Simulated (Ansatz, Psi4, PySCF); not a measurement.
C₃H₈F₂Si₂ (SMILES C[SiH2]/C=C/[SiH](F)F), singlet, at a GFN2-xTB geometry, atoms displaced at random by about 0.03 Å a coordinate. Base run: PBE0/STO-3G, gradient run with PySCF.

Input for PySCF:
```python
from pyscf import gto, scf, dft

mol = gto.Mole()
mol.atom = '''
    Si    2.012835   -0.497313    0.184972
    F     2.311789   -1.979540   -0.529417
    F     2.375795    0.476011   -1.006300
    C     0.202923   -0.343169    0.586242
    C    -0.551851    0.605824    0.202176
    Si   -2.433472    0.824323    0.674470
    C    -3.415504    0.858822   -0.963053
    H     2.971273   -0.360779    1.189502
    H    -0.249076   -1.172184    1.177887
    H    -0.209030    1.408392   -0.336406
    H    -2.645664    1.952042    1.461382
    H    -2.793106   -0.381739    1.497668
    H    -3.212493   -0.078861   -1.536194
    H    -4.475419    0.846273   -0.783121
    H    -3.062083    1.602990   -1.581250
'''
mol.basis = 'sto-3g'
mol.charge = 0
mol.spin = 0
mol.verbose = 4
mol.build()

mf = dft.RKS(mol)
mf.xc = 'pbe0'
mf.kernel()
g = mf.nuc_grad_method()
grad = g.kernel()
```

Programs used: Ansatz (a program for electronic structure), Psi4, PySCF; a row that names a program was run with it.

The coordinate followed is z of atom 10.

Each row names what was changed in the base input (with any setting that the change needs).

| change | dE/dx (Eh/bohr) | net force (Eh/bohr) |
|---|---|---|
| base | 0.039154 | 0.000292 |
| grid_response = on | 0.039157 | 0.000000 |
| grids.level = 0; grid_response = off | 0.039657 | 0.024553 |
| code = ansatz | 0.039156 | 0.000000 |
| finite difference step (bohr) = 1e-3; conv_tol = 1e-11 | 0.039157 | - |
| density fitting = on | 0.039154 | 0.000292 |
| code = psi4 | 0.039157 | 0.000145 |
| grids.level = 0; grid_response = on | 0.039159 | 0.000000 |
| density fitting = on; auxbasis_response = off | 0.039173 | 0.002957 |
| grids.level = 5; grid_response = off | 0.039155 | 0.000049 |
| finite difference step (bohr) = 1e-4; conv_tol = 1e-11 | 0.039157 | - |
| grids.level = 1; grid_response = on | 0.039151 | 0.000000 |

The net force is zero for an exact gradient.
